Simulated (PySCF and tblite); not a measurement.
Values are calculated unless marked as measured or tabulated.
Molecule: C₆H₁₃N, numbered as in [CH3:1][C@H:2]1[NH:3][CH2:4][C:5]1([CH3:6])[CH3:7].

The mean out-of-plane torsion at N3 (0° is planar) is held and the rest relaxed at GFN2-xTB. Energies: PBE0/pcSseg-1 + D3(BJ). (tblite 0.8, PySCF 2.14.)

GFN2-xTB profile:

(out-of-plane angle °, kcal/mol): (-46, 2.01), (-38, 0.00), (-28, 1.44), (-14, 4.37), (0, 5.66), (14, 4.30), (28, 1.39), (38, 0.13), (45, 2.36)

(1) Give the DFT energy and dipole along the out-of-plane angle.

(2) Where is the lowest sampled point, and what does the planar form cost?

Answers

(1) 
```json
{"out-of-plane angle °": "-46", "E kcal/mol": "2.86", "dipole D": "1.71"}
{"out-of-plane angle °": "-38", "E kcal/mol": "1.01", "dipole D": "1.33"}
{"out-of-plane angle °": "-28", "E kcal/mol": "2.29", "dipole D": "0.91"}
{"out-of-plane angle °": "-14", "E kcal/mol": "4.64", "dipole D": "0.41"}
{"out-of-plane angle °": "0", "E kcal/mol": "5.68", "dipole D": "0.04"}
{"out-of-plane angle °": "14", "E kcal/mol": "4.20", "dipole D": "0.40"}
{"out-of-plane angle °": "28", "E kcal/mol": "1.33", "dipole D": "0.83"}
{"out-of-plane angle °": "38", "E kcal/mol": "0.00", "dipole D": "1.20"}
{"out-of-plane angle °": "45", "E kcal/mol": "1.61", "dipole D": "1.52"}
```

(2) At 38°; the point at 0° lies 5.68 kcal/mol above it.
